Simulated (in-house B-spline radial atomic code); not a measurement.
Inner levels of bromine as electrons are removed. A shift is the extra binding of the orbital against the neutral atom ([Ar] 3d10 4s2 4p5). The density at the nucleus is averaged over the nuclear charge. Computed with an all-electron radial atomic-structure program (B-spline basis): Dirac-Hartree-Fock, average of the configuration, finite nuclei.

| ion | configuration | shift of 1s1/2 (eV) | radius of 1s1/2 (bohr) | Σ<r²> (bohr²) | change of density at nucleus (bohr⁻³) |
| --- | --- | --- | --- | --- | --- |
| Br29+ | [He] 2s2 2p2 | 1986.79 | 0.042515 | 0.13615 | -16.845 |
| Br30+ | [He] 2s2 2p1 | 2193.09 | 0.042465 | 0.10564 | 117.66 |
| Br31+ | [He] 2s2 | ? | ? | ? | ? |
| Br32+ | [He] 2s1 | 2588.96 | 0.042406 | 0.040138 | -2014.47 |
| Br33+ | 1s2 | ? | ? | ? | ? |
| Br34+ | 1s1 | 3382.31 | 0.04191 | 0.0023552 | -23496.1 |

Question: Fill in the row of Br31+.

Answer: shift of 1s1/2 (eV): 2403.7; radius of 1s1/2 (bohr): 0.042412; Σ<r²> (bohr²): 0.076685; change of density at nucleus (bohr⁻³): 255.57.

Question: Fill in the row of Br33+.

Answer: shift of 1s1/2 (eV): 2776.95; radius of 1s1/2 (bohr): 0.042379; Σ<r²> (bohr²): 0.0048226; change of density at nucleus (bohr⁻³): -4372.89.
